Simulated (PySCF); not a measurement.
Problem. What does the PBE0-D3(BJ)/def2-SVP structure of Si(vinyl)3F (`C=C[Si](F)(C=C)C=C`) look like in three dimensions?

Solution. 
Z-matrix in Å and degrees, rows numbered from 1:
```
Si
C   1  1.8607
C   2  1.3380  1  122.34
H   2  1.0985  1  119.23  3  -179.99
H   3  1.0956  2  121.43  1     0.11
H   3  1.0958  2  122.20  1  -179.96
C   1  1.8611  2  111.89  3  -119.21
C   7  1.3381  1  122.45  2   117.84
H   7  1.0986  1  119.15  2   -62.25
H   8  1.0955  7  121.35  1    -0.12
H   8  1.0957  7  122.23  1   179.90
C   1  1.8608  2  111.92  3   114.23
C  12  1.3384  1  122.46  2  -117.63
H  12  1.0986  1  119.07  2    62.42
H  13  1.0955 12  121.33  1     0.05
H  13  1.0958 12  122.26  1  -179.97
F   1  1.6377  2  106.92  3    -2.40
```

All 3 C–Si bonds measure 1.861 Å. Si1 (silicon bonded to 3 C and F) is tetrahedral (angles from 106.8° to 111.9°). Of the pairs four or more bonds apart, H15···F17 is among the closest relative to their van der Waals radii: 2.63 Å, 98 % of the sum of Bondi's values. All 3 C–C bonds measure 1.338 Å.

The calculation used PySCF, PBE0-D3(BJ)/def2-SVP geometry optimisation, gas phase.

Point group: near C3v, missed by 0.14 Å at most; the miss may be what the optimiser left on a soft mode (Cs holds within 0.08 Å). Whether it is a minimum is left open (no frequencies). One conformer, not necessarily the lowest (C7–Si1–C2–C3 -119°, C2–Si1–C7–C8 118°, C2–Si1–C12–C13 -118°, Si1–C2–C3–H 0° and 180°, Si1–C7–C8–H 0° and 180°).

Time: 98 s wall; peak memory 0.64 GiB. Hardware: Arm Neoverse V2, one thread (shared host). That covers the optimisation of the geometry.
